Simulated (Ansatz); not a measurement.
This geometry of GeH₃NO (6 atoms, charge 0, multiplicity 1) is a first-order saddle point.

Computed with RKS PBE/def2-SVP in Ansatz.

```xyz
6
Properties=species:S:1:pos:R:3
N -0.808 0.202 -0.064
Ge 0.454 -1.209 0.309
O 1.859 -0.110 0.019
H -1.441 -0.054 -0.839
H -1.443 0.362 0.736
H 1.421 0.745 -0.207
```

Question: Which two structures does it join? (They come from a converged band through this point; their orientation in space is the band's.)

Answer: No bond is made or broken. The dihedral H5–N1–Ge2–O3 goes from 0 to -180°. The two ends are copies of one structure, up to a mirror image or an exchange of like atoms.

Image 0:

```xyz
6
Properties=species:S:1:pos:R:3
N -0.783 0.052 -0.571
Ge 0.586 -1.173 -0.338
O 1.531 -0.315 0.957
H -1.530 -0.110 -1.252
H -0.915 0.943 -0.081
H 1.153 0.540 1.239
```

Image 8:

```xyz
6
Properties=species:S:1:pos:R:3
N -0.783 0.051 -0.572
Ge 0.587 -1.172 -0.338
O 1.531 -0.314 0.958
H -0.917 0.942 -0.082
H -1.530 -0.113 -1.253
H 1.154 0.542 1.240
```

Question: How far does it lie above each of them?

Answer: 10.0 kcal/mol above the first and 10.0 kcal/mol above the second. This is the barrier of this one path; another mechanism may lie lower.

Run time: 94 s on 1 thread of Arm Neoverse V2, with other jobs on the host, peak memory 0.25 GiB.
